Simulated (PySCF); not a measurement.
# Identify the compound

The spectra below were simulated for a compound C6H8OSSi.

¹H NMR (600 MHz, computed): δ 7.01 (d, 2H), 6.78 (d, 2H), 5.01 (s, 3H), 3.42 (br s, 1H).

¹³C{¹H} NMR (computed): δ 158.9 (C), 133.2 (C), 132.1 (CH, 2C), 122.3 (CH, 2C).

- geometry from PBE0-D3(BJ)/def2-SVP
- σ from GIAO-PBE0/pcSseg-1
- program: PySCF 2.14.0 with density-fitted response routines
- averaged over atoms made equivalent by symmetry, fast rotation or ring inversion, no relativistic terms, one computed conformer, gas phase

Chemical shifts δ = σref − σ; ¹H (σ = 31.27 ppm), ¹³C (σ = 184.41 ppm) vs TMS, all at this level.

What is the structure?

Answers


The formula gives 4 degrees of unsaturation. 4 carbon signals for 6 carbons: some carbons are equivalent by symmetry or fast rotation. Carbon types of the structure: 2 × C, 4 × CH, leaving 4 H on heteroatoms. δC 158.9: aromatic carbon bearing oxygen; σ withdrawal by the attached heteroatom moves it downfield of the ring CH carbons. δC 133.2: aromatic carbon bearing sulfur. δC 132.1, 122.3: aromatic CH. δH 7.01, 6.78: hydrogen on an aromatic CH. δH 5.01: hydrogen on a silicon bonded to O. δH 3.42: hydrogen on a thiol sulfur; labile proton, position sensitive to the medium.

The compound is `[SiH3]Oc1ccc(S)cc1`.

The shifts were computed for this structure.

OH and NH positions are those of a molecule without intermolecular hydrogen bonds; in solution they move with solvent, concentration and temperature, and exchange usually removes their couplings. Shifts are as computed. Against solution values, carbons near 30 ppm lie about +2 ppm off and those near 130 ppm about +5 ppm; carbons on S a further +3 ppm. Of 1309 compounds with measured shifts, 239 miss one by over three times the rms of a fit or turn the order of signals round; such compounds aren't used in these exercises. No couplings were computed; multiplicities are counted from neighbouring protons, with m where these are inequivalent, close in shift, in a saturated or five-membered ring or joined by F or P, and br s for small geminal =CH2 splittings.
